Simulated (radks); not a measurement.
Values are calculated unless marked as measured or tabulated.
Cr, configuration [Ar] 3d5 4s1 (the NIST ground configuration). Level of theory: scalar-relativistic Kohn-Sham, AM05, spin-polarised, spherical densities, point nucleus; open shells are filled with parallel spins first (a radial shooting solver on a logarithmic mesh with Libxc functionals).

Normalised radial functions P(r) = r R(r), r in bohr:

r           3s up    3p up  3p down
0.002394   0.0615   0.0010   0.0010
0.003143   0.0790   0.0016   0.0016
0.004125   0.1007   0.0027   0.0027
0.005415   0.1275   0.0046   0.0045
0.007107   0.1597   0.0076   0.0075
0.009329   0.1972   0.0126   0.0125
0.01224    0.2390   0.0207   0.0206
0.01607    0.2822   0.0338   0.0336
0.0211     0.3212   0.0545   0.0542
0.02769    0.3466   0.0863   0.0858
0.03635    0.3447   0.1335   0.1328
0.04771    0.2980   0.2002   0.1991
0.06262    0.1892   0.2880   0.2864
0.08219    0.0097   0.3922   0.3899
0.1079    -0.2261   0.4954   0.4924
0.1416    -0.4654   0.5624   0.5588
0.1874    -0.6142   0.5383   0.5342
0.2459    -0.5481   0.3687   0.3647
0.3228    -0.2093   0.0332   0.0300
0.4237     0.3382  -0.4162  -0.4173
0.5562     0.8816  -0.8428  -0.8413
0.73       1.1623  -1.0771  -1.0756
0.9582     1.0675  -1.0310  -1.0313
1.258      0.7215  -0.7675  -0.7686
1.651      0.3576  -0.4443  -0.4452
2.167      0.1253  -0.1952  -0.1967
2.844      0.0290  -0.0618  -0.0636
3.733      0.0040  -0.0130  -0.0140
4.9        0.0003  -0.0016  -0.0019
6.432      0.0000  -0.0001  -0.0001
8.443      0.0000  0.0000  0.0000
11.08      0.0000  0.0000  0.0000

3s up: eigenvalue -74.382 eV, 2 radial nodes at r = 0.0832, 0.361 bohr, <r> = 0.903 bohr, 90 % of the charge inside 1.36 bohr. 3p up: eigenvalue -46.057 eV, 1 radial node at r = 0.330 bohr, <r> = 0.967 bohr, 90 % of the charge inside 1.50 bohr. 3p down: eigenvalue -41.796 eV, 1 radial node at r = 0.329 bohr, <r> = 0.970 bohr, 90 % of the charge inside 1.50 bohr.
